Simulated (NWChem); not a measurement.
Program: NWChem. System: sulfur hexafluoride (F6S), charge 0, spin multiplicity 1, at a geometry optimised with PBE0/def2-SVP. Level: MP2/def2-SVP, 11 core orbitals frozen.

Part of the output:

```
             Northwest Computational Chemistry Package (NWChem) 7.3.0
             --------------------------------------------------------

                                NWChem Input Module
                                -------------------

 Scaling coordinates for geometry "geometry" by  1.889725989
 (inverse scale =  0.529177249)

 Turning off AUTOSYM since
 SYMMETRY directive was detected!

                             Geometry "geometry" -> ""
                             -------------------------

 Output coordinates in angstroms (scale by  1.889725989 to convert to a.u.)

  No.       Tag          Charge          X              Y              Z
 ---- ---------------- ---------- -------------- -------------- --------------
    1 F                    9.0000     0.00000000     0.00000000     1.58068100
    2 S                   16.0000     0.00000000     0.00000000     0.00000000
    3 F                    9.0000     1.58067900     0.00000000     0.00000000
    4 F                    9.0000     0.00000000     1.58067900     0.00000000
    5 F                    9.0000    -1.58067900     0.00000000     0.00000000
    6 F                    9.0000     0.00000000    -1.58067900     0.00000000
    7 F                    9.0000     0.00000000     0.00000000    -1.58068100

 Effective nuclear repulsion energy (a.u.)     560.0197457967

            Nuclear Dipole moment (a.u.)
            ----------------------------
        X                 Y               Z
 ---------------- ---------------- ----------------
     0.0000000000     0.0000000000     0.0000000000

      Symmetry information
      --------------------

 Group name             D2h
 Group number             26
 Group order               8
 No. of unique centers     4

      Symmetry unique atoms

     1    2    3    4


 Summary of "ao basis" -> "" (spherical)
 ------------------------------------------------------------------------------
       Tag                 Description            Shells   Functions and Types
 ---------------- ------------------------------  ------  ---------------------
 *                          def2-svp                  on all atoms

 Summary of "ao basis" -> "ao basis" (spherical)
 ------------------------------------------------------------------------------
       Tag                 Description            Shells   Functions and Types
 ---------------- ------------------------------  ------  ---------------------
[...]
    2 S   16    13.65   2.00  1.99  1.14 -0.14  5.94  1.46  0.31  0.95
    3 F    9     9.39   1.99  1.13  0.85  3.33  2.08  0.01
    4 F    9     9.39   1.99  1.13  0.85  3.33  2.08  0.01
    5 F    9     9.39   1.99  1.13  0.85  3.33  2.08  0.01
    6 F    9     9.39   1.99  1.13  0.85  3.33  2.08  0.01
    7 F    9     9.39   1.99  1.13  0.85  3.33  2.08  0.01

       Multipole analysis of the density wrt the origin
       ------------------------------------------------

     L   x y z        total         open         nuclear
     -   - - -        -----         ----         -------
     0   0 0 0     -0.000000      0.000000     70.000000

     1   1 0 0      0.000000      0.000000      0.000000
     1   0 1 0     -0.000000      0.000000      0.000000
     1   0 0 1     -0.000000      0.000000      0.000000

     2   2 0 0    -32.544565      0.000000    160.604439
     2   1 1 0     -0.000000      0.000000      0.000000
     2   1 0 1      0.000000      0.000000      0.000000
     2   0 2 0    -32.544565      0.000000    160.604439
     2   0 1 1     -0.000000      0.000000      0.000000
     2   0 0 2    -32.544595      0.000000    160.604845

                   NWChem MP2 Semi-direct Energy/Gradient Module
                   ---------------------------------------------

  Basis functions       =    102
  Molecular orbitals    =    102
  Frozen core           =     11
  Frozen virtuals       =      0
  Active alpha occupied =     24
  Active beta occupied  =     24
  Active alpha virtual  =     67
  Active beta virtual   =     67
  Use MO symmetry       = T
  Use skeleton AO sym   = T

  AO/Fock/Back tols     =   1.0D-09  1.0D-09  1.0D-09

 GA uses MA = F    GA memory limited = T

 Available:
  local mem=  1.26D+08
 global mem=  1.44D+08
 local disk=  0.00D+00
  mp2_memr nvloc                    67
  nvloc new                    67
   1 passes of  24:        3145728                      62228                  28327029.
   1 passes of  24: M    126143748           G      144158392           F     122998020.

 Semi-direct pass number   1 of   1  for RHF alpha+beta  at        0.6s
  vrange nnbf                  5178
  mp2_eaftype                   108  avail_ma_in_mb                  1099
 EAF : mp2_eaftype filesize         108   14163514.
  mp2_eaf for mointskh                    108
Node 0 wrote     66.6 Mb in      0.0 s     Agg I/O rate:  1619.4 Mb/s
 Done moints_semi at        2.3s
  mp2_eaftype                   108  avail_ma_in_mb                   991
 EAF : mp2_eaftype filesize         108   14163514.
  mp2_eaf for kh                   108
 Done maket at        2.5s
 Done multipass loop at        2.5s

          -------------------------------------------
          SCF energy                -993.371613315034
          Correlation energy          -1.288921840729
          Singlet pairs               -0.745874666076
          Triplet pairs               -0.543047174653
          Total MP2 energy          -994.660535155762
          -------------------------------------------

          ---------------------------------------------------
                    Spin Component Scaled (SCS) MP2
          Same spin pairs                     -0.362031449769
          Same spin scaling factor             0.333333333333
          Opposite spin pairs                 -0.926890390960
          Opposite spin scaling fact.          1.200000000000
          SCS-MP2 correlation energy          -1.232945619075
          Total SCS-MP2 energy              -994.604558934109
          ---------------------------------------------------

 -----------------------
 Performance information
 -----------------------

 Timer overhead =  9.64D-08 seconds/call

               Nr. of calls         CPU time (s)                 Wall time (s)                GFlops
             ---------------    -------------------     ------------------------------   -------------------
Name         Min   Avg   Max    Min     Avg     Max     Min     Avg     Max   Mx/calls   Min     Max     Sum
mp2: moin     1     1     1    1.7     1.7     1.7      1.7     1.7     1.7     1.7      0.0     0.0     0.0
mp2: make     1     1     1   0.18    0.18    0.18     0.18    0.18    0.18    0.18      0.0     0.0     0.0
mp2: tota     1     1     1    1.9     1.9     1.9      1.9     1.9     1.9     1.9      0.0     0.0     0.0

 The average no. of pstat calls per process was 3.00D+00
 with a timing overhead of 2.89D-07s

 Task  times  cpu:        2.5s     wall:        2.5s

 Total times  cpu:        2.5s     wall:        2.5s
```

Q: Write an NWChem input that would produce this output.

A: This is not unique; one that fits is 
```
start mol
memory heap 200 mb stack 900 mb global 1100 mb
geometry units angstroms nocenter noautoz
  F      0.000000     0.000000     1.580681
  S      0.000000     0.000000     0.000000
  F      1.580679     0.000000     0.000000
  F      0.000000     1.580679     0.000000
  F     -1.580679     0.000000     0.000000
  F      0.000000    -1.580679     0.000000
  F      0.000000     0.000000    -1.580681
  symmetry group D2h
end
basis spherical
  * library def2-svp
end
scf
  rhf
  nopen 0
  maxiter 100
  thresh 1e-7
  semidirect memsize 60000000 filesize 0
end
mp2
  freeze core 11
end
task mp2 energy
```
